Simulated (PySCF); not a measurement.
A PySCF script (with the pyscf-properties extension) for the NMR shieldings of `BN1CCN(CC)[SiH2]1`, C4H13BN2Si, on a GFN2-xTB geometry:

```python
import basis_set_exchange as bse
import numpy as np
from pyscf import gto, dft
from pyscf.prop import nmr

atoms = """
B     3.045038   -0.772218   -0.746297
N     1.846182   -0.381524   -0.169171
C     1.612853    0.965377    0.329274
C     0.107267    1.221893    0.318794
N    -0.504992   -0.044250    0.656657
C    -1.909449   -0.055015    0.950826
C    -2.799416    0.139854   -0.277312
Si    0.437948   -1.372913    0.128411
H     3.153651   -1.888260   -1.084140
H     3.912146    0.005294   -0.892344
H     1.984343    1.034719    1.358485
H     2.148263    1.696215   -0.279355
H    -0.170609    1.981004    1.058022
H    -0.211008    1.576699   -0.671372
H    -2.134448   -1.020905    1.408636
H    -2.126447    0.732216    1.684119
H    -2.624911    1.114995   -0.724668
H    -2.580517   -0.627424   -1.015547
H    -3.847479    0.072318    0.003114
H     0.053129   -2.044142   -1.119191
H     0.599536   -2.316989    1.237291
"""
names = dict.fromkeys(["B", "N", "C", "Si", "H"], "pcSseg-1")
basis = {el: gto.basis.parse(bse.get_basis(n, elements=[el], fmt="nwchem")) for el, n in names.items()}
mol = gto.M(atom=atoms, basis=basis, charge=0, verbose=0)
mf = dft.RKS(mol, xc="PBE0")
mf.grids.level = 2
mf.grids.alignment = dft.numint.BLKSIZE   # the property module wants whole blocks of grid points
mf.conv_tol = 1e-9
mf.kernel()

calc = nmr.RKS(mf)   # GIAO
C = mf.mo_coeff
Co = C[:, mf.mo_occ > 0]
resp = mf.gen_response(singlet=True, hermi=2)
def vind(x):   # induced exchange potential for any number of trial vectors
    d = np.einsum("pi,xij,qj->xpq", C, 2 * x.reshape(-1, C.shape[1], Co.shape[1]), Co, optimize=True)
    return np.einsum("xpq,pi,qj->xij", resp(d - d.transpose(0, 2, 1)), C, Co, optimize=True).ravel()
mo1, _ = nmr.rhf.solve_mo1(calc, with_cphf=vind)
sigma = calc.kernel(mo1)
for i, s in enumerate(sigma):   # ppm
    w = np.linalg.eigvalsh((s + s.T) / 2)
    print("%2d %-2s iso %8.1f  s11 %8.1f  s22 %8.1f  s33 %8.1f" % (i, mol.atom_pure_symbol(i), w.mean(), *w))
```

**Question.** What are the results?

**Answer.** 
```
 0 B  iso     59.3  s11     20.7  s22     38.3  s33    118.9
 1 N  iso    120.8  s11     -6.5  s22    159.2  s33    209.8
 2 C  iso    130.1  s11     97.9  s22    131.6  s33    160.8
 3 C  iso    132.9  s11    103.7  s22    133.6  s33    161.5
 4 N  iso    223.8  s11    175.8  s22    227.8  s33    267.7
 5 C  iso    142.0  s11    116.1  s22    140.8  s33    169.2
 6 C  iso    171.5  s11    152.2  s22    176.0  s33    186.4
 7 Si iso    375.7  s11    342.4  s22    355.8  s33    428.9
 8 H  iso     26.7  s11     24.1  s22     26.2  s33     29.9
 9 H  iso     26.4  s11     23.5  s22     26.4  s33     29.2
10 H  iso     27.7  s11     22.7  s22     26.7  s33     33.7
11 H  iso     28.0  s11     24.0  s22     26.9  s33     33.0
12 H  iso     29.1  s11     25.1  s22     27.2  s33     34.8
13 H  iso     28.1  s11     22.6  s22     27.8  s33     33.9
14 H  iso     28.4  s11     22.8  s22     28.2  s33     34.4
15 H  iso     28.7  s11     23.1  s22     28.6  s33     34.5
16 H  iso     30.1  s11     25.3  s22     30.0  s33     34.9
17 H  iso     30.8  s11     26.5  s22     29.8  s33     36.2
18 H  iso     30.8  s11     26.7  s22     27.6  s33     38.2
19 H  iso     26.3  s11     22.8  s22     24.6  s33     31.7
20 H  iso     26.5  s11     23.1  s22     24.0  s33     32.3
```

These numbers come from an equivalent density-fitted implementation of the same equations, which agrees with the script to about 0.01 ppm for H and up to a few tenths of a ppm for heavy atoms, so last digits may differ.

Size and cost of the density-fitted run: 208 basis functions, 90 s wall time on 1 thread of an Arm Neoverse N1, shared host; peak memory 0.95 GiB.
